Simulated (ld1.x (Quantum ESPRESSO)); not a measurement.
u(r) = r·R(r): atom against pseudo-atom (Mg)

Columns: radius, all-electron u(r) and pseudo u(r) of the 3s shell (level -5.62 eV) of magnesium in the configuration [He] 2s2 2p6 3s1 3p1; PBEsol, scalar-relativistic, PAW scheme, ld1.x (Quantum ESPRESSO) 7.5.

```json
{"r (bohr)": "0.140", "all-electron": "0.0576", "pseudo": "0.0590"}
{"r (bohr)": "0.280", "all-electron": "-0.1500", "pseudo": "0.1173"}
{"r (bohr)": "0.420", "all-electron": "-0.2458", "pseudo": "0.1744"}
{"r (bohr)": "0.560", "all-electron": "-0.2316", "pseudo": "0.2295"}
{"r (bohr)": "0.700", "all-electron": "-0.1537", "pseudo": "0.2821"}
{"r (bohr)": "0.840", "all-electron": "-0.0479", "pseudo": "0.3317"}
{"r (bohr)": "0.980", "all-electron": "0.0644", "pseudo": "0.3780"}
{"r (bohr)": "1.120", "all-electron": "0.1716", "pseudo": "0.4204"}
{"r (bohr)": "1.260", "all-electron": "0.2678", "pseudo": "0.4587"}
{"r (bohr)": "1.400", "all-electron": "0.3507", "pseudo": "0.4928"}
{"r (bohr)": "1.540", "all-electron": "0.4198", "pseudo": "0.5224"}
{"r (bohr)": "1.680", "all-electron": "0.4758", "pseudo": "0.5476"}
{"r (bohr)": "1.820", "all-electron": "0.5200", "pseudo": "0.5683"}
{"r (bohr)": "1.960", "all-electron": "0.5539", "pseudo": "0.5846"}
{"r (bohr)": "2.100", "all-electron": "0.5786", "pseudo": "0.5965"}
{"r (bohr)": "2.240", "all-electron": "0.5949", "pseudo": "0.6042"}
{"r (bohr)": "2.380", "all-electron": "0.6037", "pseudo": "0.6077"}
{"r (bohr)": "2.520", "all-electron": "0.6060", "pseudo": "0.6073"}
{"r (bohr)": "2.660", "all-electron": "0.6028", "pseudo": "0.6030"}
{"r (bohr)": "2.800", "all-electron": "0.5949", "pseudo": "0.5949"}
{"r (bohr)": "2.940", "all-electron": "0.5831", "pseudo": "0.5831"}
{"r (bohr)": "3.080", "all-electron": "0.5682", "pseudo": "0.5682"}
{"r (bohr)": "3.220", "all-electron": "0.5509", "pseudo": "0.5509"}
{"r (bohr)": "3.360", "all-electron": "0.5316", "pseudo": "0.5316"}
{"r (bohr)": "3.500", "all-electron": "0.5110", "pseudo": "0.5110"}
{"r (bohr)": "3.640", "all-electron": "0.4893", "pseudo": "0.4893"}
```

Q: How many radial nodes do the two functions have?

A: The all-electron 3s function has n − l − 1 = 2; the pseudo-wave has 0, since the states of the same l below it are removed with the core.

Q: At about which radius was the pseudo-wave matched?

A: 2.80 bohr, where the columns begin to agree (steps of 0.14 bohr).

Q: Where does each function peak?

A: Outermost all-electron maximum near 2.52 bohr, pseudo maximum near 2.38 bohr (to the table’s step).

Q: Is the pseudo-wave norm-conserving?

A: No, it belongs to a PAW set: the norm inside the radius is not constrained, and the difference is carried by the augmentation charge.
